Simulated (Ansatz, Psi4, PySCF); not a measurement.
C3H9ClSi, charge +1, doublet, at a GFN2-xTB geometry (a state made from the parent by changing its charge; the spin is typed, not shown lowest). Base run: PySCF with MP2/6-31G*.

The PySCF input:
```python
from pyscf import gto, scf, mp

mol = gto.Mole()
mol.atom = '''
    C    -1.063886    1.456908   -1.066976
    Si   -0.132996    0.048359   -0.223467
    C     1.259517   -0.764009   -1.353533
    C    -1.175983   -1.615979   -0.088415
    Cl    0.653755    0.466388    1.572636
    H    -1.466815    1.169119   -2.036468
    H    -1.900205    1.805717   -0.461111
    H    -0.421941    2.322834   -1.228993
    H     1.745849   -1.583797   -0.836290
    H     0.828339   -1.111830   -2.284807
    H     1.973250    0.030659   -1.545273
    H    -1.507892   -1.929075   -1.071254
    H    -2.030014   -1.369737    0.534218
    H    -0.590351   -2.401031    0.377247
'''
mol.basis = '6-31g*'
mol.charge = 1
mol.spin = 1
mol.verbose = 4
mol.build()

mf = scf.UHF(mol)
mf.kernel()

pt = mp.MP2(mf)
pt.kernel()
print('E(MP2) = %.10f' % pt.e_tot)
```

The same geometry, method and basis name were run in Ansatz (a first-principles code) and Psi4 and PySCF, at each program's defaults and at the settings that a row names. The base is PySCF at its defaults. Differences at the defaults can come from grids, fitting, cores and function types together.

```
code and settings                                                                                     ΔE vs base (mEh)  basis functions      E (Eh)  SCF cycles
----------------------------------------------------------------------------------------------------  ----------------  ---------------  ----------  ----------
PySCF, defaults (exact integrals, spherical functions, all electrons correlated)                                 0.000               96  -867.58185          12
Psi4, defaults (density fitting with its default set, Cartesian functions, all electrons correlated)           -23.140              101  -867.60499          15
Ansatz, defaults (factorised integrals, Cartesian functions, frozen core)                                       13.128              101  -867.56872           -
PySCF, frozen core                                                                                              21.848               96  -867.56000          12
Psi4, exact integrals, spherical functions, frozen core                                                         21.848               96  -867.56000          15
Ansatz, high accuracy, frozen core, Cartesian functions as the basis file defines them                          13.117              101  -867.56873           -
```

Open shells are given as the SCF converged; they aren't shown to be the lowest states, and a large step between rows can be another state.
